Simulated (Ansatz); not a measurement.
This geometry of CH7NSi2 (11 atoms, charge 0, multiplicity 1) is a first-order saddle point.

Level of theory: Ansatz 0.2.0, RKS B3LYP-D4/STO-3G.

```xyz
11
Properties=species:S:1:pos:R:3
N -1.273 1.400 -0.756
Si 0.242 0.683 -0.362
C 0.365 -0.388 1.176
Si 0.659 -1.470 -0.366
H -1.356 2.283 -1.281
H -2.166 1.104 -0.334
H 1.306 1.632 -0.611
H -0.558 -0.571 1.734
H 1.196 -0.216 1.865
H 1.992 -2.020 -0.479
H -0.341 -2.495 -0.564
```

Task: Which two structures does it join? (They come from a converged band through this point; their orientation in space is the band's.)

Result: No bond is made or broken. The height of N1 over the plane of its neighbours goes from -0.45 to 0.44 Å.

Initial state:

```xyz
11
Properties=species:S:1:pos:R:3
N -1.496 1.199 -0.645
Si 0.175 0.686 -0.285
C 0.330 -0.498 1.172
Si 0.725 -1.418 -0.434
H -1.527 1.656 -1.594
H -1.769 1.980 0.008
H 1.194 1.723 -0.334
H -0.592 -0.780 1.688
H 1.139 -0.334 1.888
H 2.097 -1.831 -0.613
H -0.212 -2.442 -0.831
```

Final state:

```xyz
11
Properties=species:S:1:pos:R:3
N -1.315 1.578 -0.547
Si 0.249 0.767 -0.287
C 0.378 -0.370 1.201
Si 0.663 -1.383 -0.381
H -1.427 1.833 -1.563
H -2.104 0.901 -0.375
H 1.317 1.726 -0.470
H -0.539 -0.579 1.759
H 1.216 -0.226 1.888
H 1.988 -1.937 -0.551
H -0.361 -2.367 -0.652
```

Task: How far does it lie above each of them?

Result: 0.051 eV above the first and 0.122 eV above the second. This is the barrier of this one path; another mechanism may lie lower. Limits of this set-up: minimal basis.

Run time: 2.3 min on 1 thread of Arm Neoverse V1, with other jobs on the host, peak memory 0.1 GiB.
